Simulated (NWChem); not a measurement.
System: 1,3,5-triazine (C$_{3}$H$_{3}$N$_{3}$); SMILES n1cncnc1

NWChem input:

```
start job
memory heap 200 mb stack 900 mb global 1100 mb
geometry units angstroms
  C     -0.381641    -1.232895     0.000000
  N     -1.331017    -0.302408     0.000000
  C     -0.876898     0.946958     0.000000
  N      0.403615     1.303899     0.000000
  C      1.258539     0.285937     0.000000
  N      0.927402    -1.001491     0.000000
  H     -0.705802    -2.281271     0.000000
  H     -1.622738     1.751878     0.000000
  H      2.328540     0.529393     0.000000
end
basis spherical
  * library 6-31g*
end
dft
  xc b3lyp
  iterations 150
end
driver
  maxiter 120
end
task dft optimize
task dft freq
```

Output (shortened):

```
             Northwest Computational Chemistry Package (NWChem) 7.3.0
             --------------------------------------------------------

 D3H symmetry detected

                             Geometry "geometry" -> ""
                             -------------------------

 Output coordinates in angstroms (scale by  1.889725989 to convert to a.u.)

  No.       Tag          Charge          X              Y              Z
 ---- ---------------- ---------- -------------- -------------- --------------
    1 C                    6.0000     0.91260067     0.91260067     0.00000000
    2 N                    7.0000     1.31842957    -0.35327214     0.00000000
    3 C                    6.0000     0.33403503    -1.24663570     0.00000000
    4 N                    7.0000    -0.96515743    -0.96515743     0.00000000
    5 C                    6.0000    -1.24663570     0.33403503     0.00000000
    6 N                    7.0000    -0.35327214     1.31842957     0.00000000
    7 H                    1.0000     1.68854297     1.68854297     0.00000000
    8 H                    1.0000     0.61804962    -2.30659259     0.00000000
    9 H                    1.0000    -2.30659259     0.61804962     0.00000000

 Effective nuclear repulsion energy (a.u.)     212.5225086392

      Symmetry information
      --------------------

 Group name             D3h
 Group number             27
 Group order              12
 No. of unique centers     3

                                Z-matrix (autoz)
                                --------

 Units are Angstrom for bonds and degrees for angles

      Type          Name      I     J     K     L     M      Value
      ----------- --------  ----- ----- ----- ----- ----- ----------
    1 Stretch                  1     2                       1.32933
    2 Stretch                  1     6                       1.32933
    3 Stretch                  1     7                       1.09735
    4 Stretch                  2     3                       1.32933
    5 Stretch                  3     4                       1.32933
    6 Stretch                  3     8                       1.09735
    7 Stretch                  4     5                       1.32933
    8 Stretch                  5     6                       1.32933
    9 Stretch                  5     9                       1.09735
   10 Bend                     1     2     3               114.44911
   11 Bend                     1     6     5               114.44911
   12 Bend                     2     1     6               125.55089
   13 Bend                     2     1     7               117.22456
   14 Bend                     2     3     4               125.55089
   15 Bend                     2     3     8               117.22456
   16 Bend                     3     4     5               114.44911
   17 Bend                     4     3     8               117.22456
   18 Bend                     4     5     6               125.55089
   19 Bend                     4     5     9               117.22456
   20 Bend                     6     1     7               117.22456
   21 Bend                     6     5     9               117.22456
   22 Torsion                  1     2     3     4           0.00000
   23 Torsion                  1     2     3     8         180.00000
   24 Torsion                  1     6     5     4           0.00000
   25 Torsion                  1     6     5     9         180.00000
   26 Torsion                  2     1     6     5           0.00000
   27 Torsion                  2     3     4     5          -0.00000
   28 Torsion                  3     2     1     6           0.00000
   29 Torsion                  3     2     1     7         180.00000
   30 Torsion                  3     4     5     6           0.00000
   31 Torsion                  3     4     5     9         180.00000
   32 Torsion                  5     4     3     8         180.00000
   33 Torsion                  5     6     1     7         180.00000

                           NWChem Geometry Optimization
                           ----------------------------

 maximum gradient threshold         (gmax) =   0.000450
 rms gradient threshold             (grms) =   0.000300
 maximum cartesian step threshold   (xmax) =   0.001800
 rms cartesian step threshold       (xrms) =   0.001200
 fixed trust radius                (trust) =   0.300000
 source of zmatrix                         =   autoz

          -------------------
          Energy Minimization
          -------------------

 Using diagonal initial Hessian
 Scaling for Hessian diagonals: bonds = 1.00  angles = 0.25  torsions = 0.10

          --------
          Step   0

                                 NWChem DFT Module
                                 -----------------

 Summary of "ao basis" -> "ao basis" (spherical)
 ------------------------------------------------------------------------------
       Tag                 Description            Shells   Functions and Types
 ---------------- ------------------------------  ------  ---------------------
 C                           6-31g*                  6       14   3s2p1d
 N                           6-31g*                  6       14   3s2p1d
 H                           6-31g*                  2        2   2s

      Symmetry analysis of basis
      --------------------------

        a1'        16
        a1"         2
        a2'         6
        a2"         6
        e'         44
        e"         16

  Rotation of axis

            General Information
            -------------------
          SCF calculation type: DFT
          Wavefunction type:  closed shell.
          No. of atoms     :     9
          No. of electrons :    42
           Alpha electrons :    21
            Beta electrons :    21
          Charge           :     0
          Spin multiplicity:     1
          Use of symmetry is: on ; symmetry adaption is: on
          Maximum number of iterations: 150
          AO basis - number of functions:    90
                     number of shells:    42
          Convergence on energy requested:  1.00D-06
          Convergence on density requested:  1.00D-05
          Convergence on gradient requested:  5.00D-04

              XC Information
              --------------
                         B3LYP Method XC Potential
                     Hartree-Fock (Exact) Exchange  0.200
                        Slater Exchange Functional  0.800 local
                    Becke 1988 Exchange Functional  0.720 non-local
              Lee-Yang-Parr Correlation Functional  0.810
                  VWN I RPA Correlation Functional  0.190 local

             Grid Information
             ----------------
          Grid used for XC integration:  medium
          Radial quadrature: Mura-Knowles
          Angular quadrature: Lebedev.
          Tag              B.-S. Rad. Rad. Pts. Rad. Cut. Ang. Pts.
          ---              ---------- --------- --------- ---------
          C                   0.70       49           9.0       434
          N                   0.65       49          10.0       434
          H                   0.35       45          10.0       434
          Grid pruning is: on
          Number of quadrature shells:   143
          Spatial weights used:  Erf1

      Superposition of Atomic Density Guess
      -------------------------------------

 Sum of atomic energies:        -277.35667480

      Non-variational initial energy
      ------------------------------

 Total energy =    -281.030855
 1-e energy   =    -796.351875
 2-e energy   =     302.798512
 HOMO         =      -0.299980
 LUMO         =      -0.014895

      Symmetry analysis of molecular orbitals - initial
      -------------------------------------------------

  Numbering of irreducible representations:

[...]

      ----------------------
      Optimization converged
      ----------------------

  Step       Energy      Delta E   Gmax     Grms     Xrms     Xmax
  ---- ---------------- -------- -------- -------- -------- --------
@    3    -280.35837713 -2.7D-07  0.00001  0.00001  0.00023  0.00050
                                     ok       ok       ok       ok

                                Z-matrix (autoz)
                                --------

 Units are Angstrom for bonds and degrees for angles

      Type          Name      I     J     K     L     M      Value     Gradient
      ----------- --------  ----- ----- ----- ----- ----- ---------- ----------
    1 Stretch                  1     2                       1.33703   -0.00000
    2 Stretch                  1     6                       1.33703   -0.00000
    3 Stretch                  1     7                       1.08872    0.00001
    4 Stretch                  2     3                       1.33703   -0.00000
    5 Stretch                  3     4                       1.33703   -0.00000
    6 Stretch                  3     8                       1.08872    0.00001
    7 Stretch                  4     5                       1.33703   -0.00000
    8 Stretch                  5     6                       1.33703   -0.00000
    9 Stretch                  5     9                       1.08872    0.00001
   10 Bend                     1     2     3               113.95997    0.00001
   11 Bend                     1     6     5               113.95997    0.00001
   12 Bend                     2     1     6               126.04003   -0.00001
   13 Bend                     2     1     7               116.97999    0.00000
   14 Bend                     2     3     4               126.04003   -0.00001
   15 Bend                     2     3     8               116.97999    0.00000
   16 Bend                     3     4     5               113.95997    0.00001
   17 Bend                     4     3     8               116.97999    0.00000
   18 Bend                     4     5     6               126.04003   -0.00001
   19 Bend                     4     5     9               116.97999    0.00000
   20 Bend                     6     1     7               116.97999    0.00000
   21 Bend                     6     5     9               116.97999    0.00000
   22 Torsion                  1     2     3     4           0.00000    0.00000
   23 Torsion                  1     2     3     8         180.00000    0.00000
   24 Torsion                  1     6     5     4           0.00000    0.00000
   25 Torsion                  1     6     5     9         180.00000    0.00000
   26 Torsion                  2     1     6     5           0.00000    0.00000
   27 Torsion                  2     3     4     5          -0.00000    0.00000
   28 Torsion                  3     2     1     6           0.00000    0.00000
   29 Torsion                  3     2     1     7         180.00000    0.00000
   30 Torsion                  3     4     5     6           0.00000    0.00000
   31 Torsion                  3     4     5     9         180.00000    0.00000
   32 Torsion                  5     4     3     8         180.00000    0.00000
   33 Torsion                  5     6     1     7         180.00000    0.00000

                         Geometry "geometry" -> "geometry"
                         ---------------------------------

 Output coordinates in angstroms (scale by  1.889725989 to convert to a.u.)

  No.       Tag          Charge          X              Y              Z
 ---- ---------------- ---------- -------------- -------------- --------------
    1 C                    6.0000     0.91535221     0.91535221     0.00000000
    2 N                    7.0000     1.32896121    -0.35609408     0.00000000
    3 C                    6.0000     0.33504216    -1.25039438     0.00000000
    4 N                    7.0000    -0.97286713    -0.97286713     0.00000000
    5 C                    6.0000    -1.25039438     0.33504216     0.00000000
    6 N                    7.0000    -0.35609408     1.32896121     0.00000000
    7 H                    1.0000     1.68519300     1.68519300     0.00000000
    8 H                    1.0000     0.61682345    -2.30201644     0.00000000
    9 H                    1.0000    -2.30201644     0.61682345     0.00000000

 Effective nuclear repulsion energy (a.u.)     211.5510755986

      Symmetry information
      --------------------

 Group name             D3h
 Group number             27
 Group order              12
 No. of unique centers     3

                Final and change from initial internal coordinates
                --------------------------------------------------

[...]

 Rotational Constants
 --------------------
 A=   0.214721 cm-1  (  0.308929 K)
 B=   0.214721 cm-1  (  0.308929 K)
 C=   0.107361 cm-1  (  0.154464 K)

 Temperature                      =   298.15K
 frequency scaling parameter      =   1.0000

 Zero-Point correction to Energy  =   41.151 kcal/mol  (  0.065578 au)
 Thermal correction to Energy     =   43.728 kcal/mol  (  0.069685 au)
 Thermal correction to Enthalpy   =   44.320 kcal/mol  (  0.070628 au)

 Total Entropy                    =   64.569 cal/mol-K
   - Translational                =   39.074 cal/mol-K (mol. weight =  81.0327)
   - Rotational                   =   21.721 cal/mol-K (symmetry #  =        6)
   - Vibrational                  =    3.774 cal/mol-K

 Cv (constant volume heat capacity) =   14.194 cal/mol-K
   - Translational                  =    2.979 cal/mol-K
   - Rotational                     =    2.979 cal/mol-K
   - Vibrational                    =    8.235 cal/mol-K

[normal modes left out]

 ----------------------------------------------------------------------------
 Normal Eigenvalue ||           Projected Infra Red Intensities
  Mode   [cm**-1]  || [atomic units] [(debye/angs)**2] [(KM/mol)] [arbitrary]
 ------ ---------- || -------------- ----------------- ---------- -----------
    1       -0.000 ||    0.000000           0.000         0.000       0.000
    2       -0.000 ||    0.000000           0.000         0.000       0.000
    3       -0.000 ||    0.000000           0.000         0.000       0.000
    4       -0.000 ||    0.000000           0.000         0.000       0.000
    5        0.000 ||    0.000000           0.000         0.000       0.000
    6        0.000 ||    0.000000           0.000         0.000       0.000
    7      352.911 ||    0.000000           0.000         0.000       0.000
    8      352.919 ||    0.000000           0.000         0.000       0.000
    9      692.682 ||    0.017765           0.410        17.318       8.854
   10      692.687 ||    0.017765           0.410        17.318       8.854
   11      759.429 ||    0.030344           0.700        29.581      15.124
   12      944.522 ||    0.000546           0.013         0.533       0.272
   13     1015.555 ||    0.000000           0.000         0.000       0.000
   14     1038.026 ||    0.000000           0.000         0.000       0.000
   15     1038.034 ||    0.000000           0.000         0.000       0.000
   16     1158.005 ||    0.000000           0.000         0.000       0.000
   17     1200.269 ||    0.000000           0.000         0.000       0.000
   18     1206.237 ||    0.000348           0.008         0.339       0.173
   19     1206.253 ||    0.000348           0.008         0.339       0.173
   20     1416.219 ||    0.000000           0.000         0.000       0.000
   21     1454.369 ||    0.074001           1.707        72.140      36.883
   22     1454.370 ||    0.074005           1.707        72.144      36.885
   23     1614.239 ||    0.130624           3.014       127.339      65.104
   24     1614.242 ||    0.130619           3.013       127.334      65.102
   25     3194.131 ||    0.032679           0.754        31.857      16.288
   26     3194.141 ||    0.032680           0.754        31.858      16.288
   27     3199.736 ||    0.000000           0.000         0.000       0.000
 ----------------------------------------------------------------------------
```

Level: B3LYP/6-31G* (spherical d).
